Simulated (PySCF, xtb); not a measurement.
C3H6O2Si, SMILES O=C([SiH3])OC=C.

GFN2-xTB run with xtb at its own geometry gives an orbital gap of 3.20 eV and a dipole moment of 2.06 D.

Geometry: PBE0-D3(BJ)/def2-SVP. Other conformers were not sampled.

What does B3LYP/def2-TZVP (PySCF) give? (The exact figures need the calculation; the answer reports its results.)

gap 5.94 eV (levels -7.32 and -1.38 eV), dipole 1.67 D.
